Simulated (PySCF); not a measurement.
Predicted microwave data (PBE0-D3(BJ)/def2-SVP geometry optimisation, gas phase, def2 core potentials past Kr (PySCF)) for one isomer of C4H10Cl3NSn:

```
Rotational constants : A = 757.2, B = 545.7, C = 478.9 MHz
Dipole components    : |μa| = 3.19 D, |μb| = 0.17 D, |μc| = 0.02 D
Inertial defect      : -538.17 u·Å²
κ                    : -0.52
```

Task: Which structure is it? (One computed conformer of each.)
A. `[Cl][Sn]([Cl])([Cl])[NH]C(C)(C)C` (SnCl3(NHtBu))
B. `CC[N](CC)[Sn]([Cl])([Cl])[Cl]` (SnCl3(NEt2))

Result: B. It is CC[N](CC)[Sn]([Cl])([Cl])[Cl], an asymmetric top, point group C1. The candidates at the same level (rigid rotor, commonest isotopes):

| SMILES | A (MHz) | B (MHz) | C (MHz) | μa (D) | μb (D) | μc (D) | Δ (u·Å²) | point group | rotor |
| --- | --- | --- | --- | --- | --- | --- | --- | --- | --- |
| CC[N](CC)[Sn]([Cl])([Cl])[Cl] | 757.2 | 545.7 | 478.9 | 3.19 | 0.17 | 0.02 | -538.17 | C1 | asymmetric top |
| CC(C)(C)[NH][Sn]([Cl])([Cl])[Cl] | 859.0 | 485.7 | 480.7 | 3.26 | 0.87 | 0.38 | -577.47 | C1 | near-prolate asymmetric top |

`CC(C)(C)[NH][Sn]([Cl])([Cl])[Cl]` has A 13 % too high. No structure here is proved a minimum.
